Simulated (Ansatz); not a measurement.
Ideal-gas functions of Cl2FHOZr (`[OH][Zr]([F])([Cl])[Cl]`) at 400 K and 1 bar, from an Ansatz frequency run at PBE0-D4/def2-TZVP.

Molar mass 198.14 g/mol, point group Cs (symmetry number 1), electronic degeneracy 1, moments of inertia 245.179, 349.883, 419.278 u Å². Harmonic wavenumbers (cm⁻¹, unscaled): 98, 127, 135, 150, 176, 227, 259, 395, 421, 677, 759, 3987.

Use S(trans) = R[1.5 ln M + 2.5 ln T − 1.1517]; rotational temperatures θ = 24.2544 K / I; S(rot) = R[ln(√π/σ · √(T³/θAθBθC)) + 1.5]; for each mode x = 1.438777 ν̃/T, S = R[x/(eˣ − 1) − ln(1 − e⁻ˣ)] and H = RT x/(eˣ − 1); 1 cm⁻¹ = 0.0119627 kJ/mol; R = 8.31446 J/(mol·K).

**Question.** By hand: the entropy, in J/(mol·K).

**Answer.** Translation 180.9. Rotation: θ = 0.0989, 0.0693, 0.0578 K, giving 124.5. Vibration, mode by mode: 17.03, 14.90, 14.40, 13.54, 12.25, 10.23, 9.20, 6.06, 5.62, 2.71, 2.14, 0.00, in all 108.1. Electronic 0.0. Sum 413.5 J/(mol·K).

**Question.** By hand: H − E and G − E in kJ/mol, counted from the electronic energy.

**Answer.** Zero-point energy ½ × 7411 × 0.0119627 = 44.3; thermal vibration 21.4; translation, rotation and pV give 4 RT = 13.3. H − E = 79.0 kJ/mol, and G − E = 79.0 − 400 × 413.5/1000 = -86.4 kJ/mol.

Vibration gives 26 % of the entropy, 46.3 J/(mol·K) of it from the modes under 150 cm⁻¹: soft modes count most, and the harmonic formula is weakest for them. The sum counts one conformer and one mirror image; others add a mixing term.
